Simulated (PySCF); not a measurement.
C2H4N2OSi, SMILES O[SiH]1N=CC=N1. Atoms are numbered in the order given.

```xyz
10

O      2.0650     0.5197     0.0000
Si     0.7094    -0.4204     0.0000
N     -0.4380    -0.0783     1.3445
C     -1.5423     0.1935     0.7683
C     -1.5423     0.1935    -0.7683
N     -0.4380    -0.0783    -1.3445
H      1.9621     1.4787     0.0000
H      1.1622    -1.8241     0.0000
H     -2.4681     0.4235     1.3250
H     -2.4681     0.4235    -1.3250
```

The structure is a stationary point at B3LYP-D3(BJ)/def2-SVP. The structure was generated by enumeration, and PubChem lists no compound with its InChIKey, so it may never have been made. Other conformers were not sampled.

Level of theory: M06-2X/def2-TZVP in PySCF.

Symmetry labels are those of the subgroup Cs that the program uses (full group Cs).

Computed valence orbital energies around the gap with their symmetry:
| orbital | symmetry | energy (eV) |
|---|---|---|
| HOMO−7 | A' | -13.53 |
| HOMO−6 | A" | -13.33 |
| HOMO−5 | A' | -12.29 |
| HOMO−4 | A" | -11.74 |
| HOMO−3 | A' | -11.71 |
| HOMO−2 | A" | -10.30 |
| HOMO−1 | A" | -9.42 |
| HOMO | A' | -9.07 |
| LUMO | A' | -1.53 |
| LUMO+1 | A' | 1.47 |
| LUMO+2 | A" | 1.74 |
| LUMO+3 | A' | 2.39 |
